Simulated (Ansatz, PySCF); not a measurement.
Breaking a bond: H5AlO, SMILES [OH2+][AlH3-]. The Al1–O5 bond (Al1 also carries H, H, H; O5 carries H, H) is pulled apart rigidly from the PBE0/def2-TZVP optimised geometry.

UHF/cc-pVTZ (Ansatz, a program for electronic structure); RHF/cc-pVTZ (Ansatz); UKS-PBE = unrestricted PBE/cc-pVTZ (Ansatz); RKS-PBE = restricted PBE/cc-pVTZ (Ansatz); UKS-B3LYP/6-31G* = unrestricted B3LYP/6-31G*, spherical d run with PySCF 2.14.0; RKS-B3LYP/6-31G* = restricted B3LYP/6-31G*, spherical d (PySCF 2.14.0); UKS-M06-2X/6-31G* = unrestricted M06-2X/6-31G*, spherical d run with PySCF; RKS-M06-2X/6-31G* = restricted M06-2X/6-31G*, spherical d (PySCF 2.14.0).

Scanned distances (Å): 1.64, 1.73, 1.81, 1.91, 1.99, 2.03, 2.12, 2.15, 2.25, 2.36, 2.49, 2.73, 3.01, 3.34, 3.68, 4.05, 4.48, 5.03, 5.43, 6.04, 7.10.

**Question.** Where does the unrestricted solution first break spin symmetry (<S²> of 0.01 or more)?

**Answer.** UHF: at none of the points with a result; UKS-PBE: at none of the points with a result; UKS-B3LYP/6-31G*: at none of the points with a result; UKS-M06-2X/6-31G*: at none of the points with a result.

```
R / Å  <S²> UHF  E(RHF) − E(UHF) / kJ/mol  <S²> UKS-PBE  E(RKS-PBE) − E(UKS-PBE) / kJ/mol  <S²> UKS-B3LYP/6-31G*  E(RKS-B3LYP/6-31G*) − E(UKS-B3LYP/6-31G*) / kJ/mol  <S²> UKS-M06-2X/6-31G*  E(RKS-M06-2X/6-31G*) − E(UKS-M06-2X/6-31G*) / kJ/mol
-----  --------  ------------------------  ------------  --------------------------------  ---------------------  --------------------------------------------------  ----------------------  ----------------------------------------------------
1.64       0.00                       0.0          0.00                               0.0                   0.00                                                 0.0                    0.00                                                   0.0
1.73       0.00                       0.0          0.00                               0.0                   0.00                                                 0.0                    0.00                                                   0.0
1.81       0.00                       0.0          0.00                               0.0                   0.00                                                 0.0                    0.00                                                   0.0
1.91       0.00                       0.0          0.00                               0.0                   0.00                                                 0.0                    0.00                                                   0.0
1.99       0.00                       0.0          0.00                               0.0                   0.00                                                 0.0                    0.00                                                   0.0
2.03       0.00                       0.0          0.00                               0.0                   0.00                                                 0.0                    0.00                                                   0.0
2.12       0.00                       0.0          0.00                               0.0                   0.00                                                 0.0                    0.00                                                   0.0
2.15       0.00                       0.0          0.00                               0.0                   0.00                                                 0.0                    0.00                                                   0.0
2.25       0.00                       0.0          0.00                               0.0                   0.00                                                 0.0                    0.00                                                   0.0
2.36       0.00                       0.0          0.00                               0.0                   0.00                                                 0.0                    0.00                                                   0.0
2.49       0.00                       0.0          0.00                               0.0                   0.00                                                 0.0                    0.00                                                   0.0
2.73       0.00                       0.0          0.00                               0.0                   0.00                                                 0.0                    0.00                                                   0.0
3.01       0.00                       0.0          0.00                               0.0                   0.00                                                 0.0                    0.00                                                   0.0
3.34       0.00                       0.0          0.00                               0.0                   0.00                                                 0.0                    0.00                                                   0.0
3.68       0.00                       0.0          0.00                               0.0                   0.00                                                 0.0                    0.00                                                   0.0
4.05       0.00                       0.0          0.00                               0.0                   0.00                                                 0.0                    0.00                                                   0.0
4.48       0.00                       0.0          0.00                               0.0                   0.00                                                 0.0                    0.00                                                   0.0
5.03       0.00                       0.0          0.00                               0.0                   0.00                                                 0.0                    0.00                                                   0.0
5.43       0.00                       0.0          0.00                               0.0                   0.00                                                 0.0                    0.00                                                   0.0
6.04       0.00                       0.0          0.00                               0.0                   0.00                                                 0.0                    0.00                                                   0.0
7.10       0.00                       0.0          0.00                               0.0                   0.00                                                 0.0                    0.00                                                   0.0
```
